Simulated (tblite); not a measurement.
A geometry optimisation, step by step.

Compound: C₆H₁₅OP.
Bonds: C1–C2, C2–C3, C3–C4, C4–P5, P5–C6, P5–C7, P5–O8 (double). Hydrogens: H9, H10, H11 on C1; H12, H13 on C2; H14, H15 on C3; H16, H17 on C4; H18, H19, H20 on C6; H21, H22, H23 on C7.

Computed with GFN2-xTB (tblite), gas phase: L-BFGS steps from a force-field or distance-geometry start until the largest atomic force falls under 0.01 eV/Å. 5 of its 134 geometries are shown.

Step 0: E = -737.9361 eV, largest atomic force 3.121 eV/Å
```
atom  x, y, z in Å  |  force x, y, z in eV/Å
C1      3.526   -0.189   -0.009    0.566  -0.513   0.413
C2      2.247   -0.192   -0.859    0.824   0.153   0.993
C3      1.108   -0.167    0.126   -0.832   0.258  -0.343
C4     -0.189   -0.166   -0.670   -0.468  -1.552   0.168
P5     -1.552   -0.134    0.555    0.502  -0.383   3.056
C6     -3.065   -0.863   -0.153   -0.633   0.042   0.564
C7     -2.027    1.614    0.860   -0.535   0.111  -1.061
O8     -1.157   -0.751    1.875   -0.497   0.404  -1.922
H9      4.207   -0.961   -0.417    0.026   0.798   0.330
H10     3.304   -0.485    1.052    0.188   0.247  -1.010
H11     3.984    0.814    0.030   -0.013  -0.649  -0.135
H12     2.217    0.709   -1.478   -0.006  -0.373  -0.215
H13     2.202   -1.115   -1.437   -0.054   0.263  -0.245
H14     1.136    0.756    0.725    0.132  -0.401   0.063
H15     1.140   -1.066    0.775   -0.133   0.683  -0.233
H16    -0.265    0.591   -1.429    0.051   0.485  -0.118
H17    -0.264   -1.153   -1.183   -0.059   0.462   0.142
H18    -2.975   -1.963   -0.129   -0.099   0.584  -0.225
H19    -3.905   -0.553    0.531    0.751  -0.396  -0.650
H20    -3.234   -0.443   -1.141   -0.135  -0.339  -0.055
H21    -2.928    1.560    1.514    0.869   0.285  -0.327
H22    -2.328    2.000   -0.150    0.253   0.164   1.030
H23    -1.187    2.186    1.296   -0.700  -0.333  -0.220
```

Step 33: E = -738.4829 eV, largest atomic force 0.118 eV/Å
```
atom  x, y, z in Å  |  force x, y, z in eV/Å
C1      3.585   -0.198   -0.057   -0.043   0.050   0.001
C2      2.251   -0.280   -0.787    0.019  -0.002   0.023
C3      1.077   -0.067    0.166   -0.021  -0.024   0.008
C4     -0.254   -0.197   -0.558   -0.059  -0.037  -0.053
P5     -1.656   -0.150    0.638   -0.033   0.039   0.054
C6     -3.093   -0.892   -0.235    0.012   0.016  -0.005
C7     -1.992    1.643    0.841    0.002   0.038   0.010
O8     -1.379   -0.829    1.910    0.047  -0.026   0.051
H9      4.399   -0.567   -0.674    0.002  -0.021  -0.057
H10     3.541   -0.790    0.853    0.066  -0.041   0.020
H11     3.807    0.830    0.212    0.004   0.061   0.078
H12     2.213    0.470   -1.581    0.034  -0.037  -0.028
H13     2.150   -1.265   -1.248    0.005   0.001  -0.026
H14     1.155    0.910    0.648    0.001   0.042  -0.041
H15     1.112   -0.819    0.955   -0.028  -0.030   0.063
H16    -0.378    0.586   -1.305   -0.009   0.026  -0.039
H17    -0.292   -1.160   -1.067   -0.021  -0.103  -0.054
H18    -2.890   -1.957   -0.332    0.047  -0.004  -0.034
H19    -3.971   -0.783    0.399    0.008   0.081   0.024
H20    -3.281   -0.458   -1.211    0.024   0.038   0.000
H21    -2.772    1.789    1.584   -0.023  -0.065  -0.001
H22    -2.268    2.131   -0.089   -0.019  -0.044  -0.018
H23    -1.071    2.080    1.222   -0.016   0.042   0.025
```

Step 66: E = -738.5178 eV, largest atomic force 0.022 eV/Å
```
atom  x, y, z in Å  |  force x, y, z in eV/Å
C1      3.595   -0.183   -0.050   -0.022   0.001  -0.004
C2      2.268   -0.328   -0.786   -0.013   0.004   0.008
C3      1.080   -0.063    0.137    0.004   0.002   0.003
C4     -0.254   -0.254   -0.570    0.010  -0.002  -0.002
P5     -1.631   -0.151    0.652    0.006   0.005   0.005
C6     -3.087   -0.827   -0.235   -0.005  -0.001   0.000
C7     -2.009    1.633    0.865    0.003   0.002   0.000
O8     -1.352   -0.839    1.919    0.007  -0.006  -0.008
H9      4.430   -0.368   -0.722   -0.003   0.003  -0.004
H10     3.650   -0.892    0.772    0.000   0.001   0.003
H11     3.695    0.821    0.357    0.012   0.008   0.001
H12     2.237    0.372   -1.626    0.007  -0.013   0.008
H13     2.189   -1.339   -1.194    0.001   0.015   0.003
H14     1.145    0.955    0.530   -0.004   0.001  -0.002
H15     1.115   -0.745    0.989    0.001  -0.001   0.002
H16    -0.393    0.479   -1.366   -0.010  -0.005  -0.008
H17    -0.299   -1.254   -1.011    0.002  -0.009  -0.003
H18    -2.920   -1.891   -0.388   -0.006  -0.009  -0.004
H19    -3.959   -0.703    0.404   -0.010   0.002   0.005
H20    -3.254   -0.337   -1.188   -0.001   0.004  -0.006
H21    -2.821    1.707    1.586    0.006   0.006  -0.004
H22    -2.297    2.104   -0.069    0.013   0.000   0.001
H23    -1.134    2.130    1.278    0.003  -0.009   0.005
```

Step 100: E = -738.5231 eV, largest atomic force 0.015 eV/Å
```
atom  x, y, z in Å  |  force x, y, z in eV/Å
C1      3.573   -0.123   -0.036    0.006   0.007  -0.001
C2      2.261   -0.308   -0.789    0.007  -0.004   0.001
C3      1.057   -0.046    0.111    0.001  -0.002   0.000
C4     -0.266   -0.342   -0.581   -0.005  -0.004   0.000
P5     -1.635   -0.202    0.644   -0.006  -0.009  -0.005
C6     -3.132   -0.788   -0.241    0.001   0.001  -0.005
C7     -1.911    1.596    0.885   -0.004  -0.002   0.000
O8     -1.381   -0.924    1.897    0.001  -0.001   0.004
H9      4.421   -0.296   -0.693   -0.002  -0.002  -0.001
H10     3.632   -0.822    0.795    0.001   0.007  -0.005
H11     3.647    0.886    0.362   -0.002   0.005  -0.006
H12     2.231    0.371   -1.645    0.000   0.001   0.003
H13     2.209   -1.329   -1.176   -0.004  -0.009   0.005
H14     1.072    0.996    0.441    0.002   0.001   0.007
H15     1.121   -0.673    1.004   -0.003  -0.005   0.000
H16    -0.437    0.327   -1.425    0.005  -0.006  -0.005
H17    -0.272   -1.373   -0.948   -0.007   0.000   0.000
H18    -3.022   -1.857   -0.417    0.003   0.008   0.000
H19    -3.990   -0.632    0.411    0.011  -0.001  -0.005
H20    -3.283   -0.270   -1.183   -0.001   0.000   0.002
H21    -2.779    1.713    1.530   -0.011   0.001   0.009
H22    -2.075    2.112   -0.056   -0.005   0.012  -0.008
H23    -1.046    2.012    1.395    0.010   0.002   0.008
```

Step 133: E = -738.5256 eV, largest atomic force 0.009 eV/Å
```
atom  x, y, z in Å  |  force x, y, z in eV/Å
C1      3.569   -0.046   -0.065    0.003  -0.002   0.004
C2      2.255   -0.347   -0.773    0.003  -0.005  -0.001
C3      1.052   -0.084    0.130    0.000   0.004  -0.001
C4     -0.268   -0.398   -0.559    0.005   0.000  -0.004
P5     -1.650   -0.222    0.646    0.003  -0.001  -0.002
C6     -3.147   -0.739   -0.281   -0.002  -0.003  -0.002
C7     -1.871    1.580    0.914    0.001   0.003   0.004
O8     -1.446   -0.971    1.892    0.001  -0.002  -0.002
H9      4.412   -0.240   -0.725   -0.002   0.005   0.005
H10     3.674   -0.669    0.820    0.001   0.001   0.002
H11     3.607    0.997    0.245    0.000  -0.004  -0.007
H12     2.175    0.270   -1.672   -0.004   0.003   0.001
H13     2.245   -1.393   -1.088    0.001  -0.008  -0.003
H14     1.060    0.963    0.444    0.004   0.005   0.002
H15     1.125   -0.698    1.031   -0.007   0.005  -0.003
H16    -0.429    0.245   -1.425   -0.002  -0.001   0.002
H17    -0.276   -1.439   -0.895   -0.003   0.001   0.000
H18    -3.051   -1.797   -0.516    0.000  -0.003   0.000
H19    -4.007   -0.607    0.373   -0.001   0.002   0.003
H20    -3.284   -0.167   -1.193    0.001  -0.001  -0.003
H21    -2.766    1.714    1.518   -0.001   0.003   0.000
H22    -1.967    2.127   -0.019    0.000  -0.005   0.006
H23    -1.018    1.949    1.480    0.000   0.002  -0.001
```

Q: Summarise the path.

A: The energy falls by 13.60 kcal/mol from step 0 to step 133; nine tenths of that is first reached at step 29. It falls at every step. The largest force goes from 3.121 to 0.009 eV/Å. Among the bonds P5=O8 changes most, from 1.510 to 1.469 Å; the atoms move by 0.372 Å rms after alignment.

Q: Follow the three bonds and two angles with the largest change from start to end.

A: 
| step | E above end (kcal/mol) | largest force (eV/Å) | P5=O8 (Å) | C6–H19 (Å) | C7–H22 (Å) | P5–C7–H22 (°) | C1–C2–C3 (°) |
| --- | --- | --- | --- | --- | --- | --- | --- |
| 0 | 13.60 | 3.121 | 1.510 | 1.128 | 1.122 | 104.3 | 105.5 |
| 6 | 4.04 | 0.243 | 1.468 | 1.089 | 1.087 | 112.0 | 109.8 |
| 12 | 2.97 | 0.146 | 1.469 | 1.089 | 1.084 | 112.0 | 110.9 |
| 17 | 2.61 | 0.085 | 1.469 | 1.088 | 1.086 | 111.9 | 111.9 |
| 23 | 2.18 | 0.190 | 1.467 | 1.090 | 1.084 | 111.7 | 111.5 |
| 29 | 1.27 | 0.175 | 1.470 | 1.090 | 1.084 | 112.6 | 111.4 |
| 35 | 0.80 | 0.107 | 1.469 | 1.089 | 1.087 | 112.8 | 111.8 |
| 40 | 0.50 | 0.105 | 1.468 | 1.087 | 1.085 | 112.2 | 112.3 |
| 46 | 0.35 | 0.065 | 1.468 | 1.087 | 1.085 | 111.6 | 112.5 |
| 52 | 0.25 | 0.052 | 1.469 | 1.089 | 1.086 | 112.0 | 112.1 |
| 58 | 0.20 | 0.038 | 1.469 | 1.088 | 1.086 | 112.0 | 111.8 |
| 64 | 0.18 | 0.019 | 1.468 | 1.088 | 1.085 | 112.1 | 111.6 |
| 69 | 0.18 | 0.024 | 1.469 | 1.089 | 1.085 | 112.2 | 111.7 |
| 75 | 0.14 | 0.043 | 1.468 | 1.088 | 1.086 | 112.3 | 112.0 |
| 81 | 0.12 | 0.029 | 1.468 | 1.089 | 1.085 | 112.3 | 112.2 |
| 87 | 0.09 | 0.032 | 1.468 | 1.088 | 1.086 | 112.2 | 112.0 |
| 93 | 0.07 | 0.021 | 1.469 | 1.088 | 1.085 | 112.2 | 111.7 |
| 98 | 0.06 | 0.014 | 1.468 | 1.088 | 1.085 | 112.1 | 111.5 |
| 104 | 0.05 | 0.021 | 1.468 | 1.088 | 1.086 | 111.9 | 111.5 |
| 110 | 0.04 | 0.019 | 1.469 | 1.088 | 1.085 | 112.2 | 111.5 |
| 116 | 0.03 | 0.017 | 1.468 | 1.088 | 1.085 | 112.5 | 111.5 |
| 121 | 0.03 | 0.018 | 1.469 | 1.088 | 1.085 | 112.6 | 111.6 |
| 127 | 0.01 | 0.027 | 1.469 | 1.089 | 1.085 | 112.5 | 111.7 |
| 133 | 0.00 | 0.009 | 1.469 | 1.088 | 1.085 | 112.3 | 111.7 |
